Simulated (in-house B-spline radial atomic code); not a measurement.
How G0W0 and RPA depend on the start: Zn20+

Configuration [He] 2s2 2p6. Computed with a B-spline radial code for spherical atoms: all electrons, scalar-relativistic (spin-free one-electron X2C), finite nucleus, each spin shell either full or empty, empty states to l = 9 with an (l + 1/2)⁻⁴ tail; G0W0 by contour deformation at full frequency.

| start | mean-field 2p (eV) | G0W0 (eV) | QP weight | RPA correlation (Eh) |
| --- | --- | --- | --- | --- |
| Hartree-Fock | -1856.09 | ? | ? | ? |
| PBE | -1797.71 | -1854.41 | 0.996 | -0.65069 |
| wB97X | -1811.33 | ? | ? | ? |
| TPSS | -1799.08 | -1854.38 | 0.996 | -0.64895 |
| r2SCAN0 | -1817.68 | -1854.34 | 0.996 | -0.64077 |

Q: What G0W0 level, weight and RPA correlation energy follow from the wB97X start?

A: G0W0 level -1854.17 eV, weight 0.996, RPA correlation -0.64475 hartree.

Q: What G0W0 level, weight and RPA correlation energy follow from the Hartree-Fock start?

A: G0W0 level -1854.54 eV, weight 0.996, RPA correlation -0.62604 hartree.

Q: How much of the dependence on the start does G0W0 remove?

A: The mean-field levels span 58.4 eV and the G0W0 levels 0.373 eV. Against 1846.8 ± 1 eV (NIST, semi-empirical) the G0W0 removal energies are off by +7.37 to +7.74 eV, with spin-orbit coupling, Breit and QED terms left out.
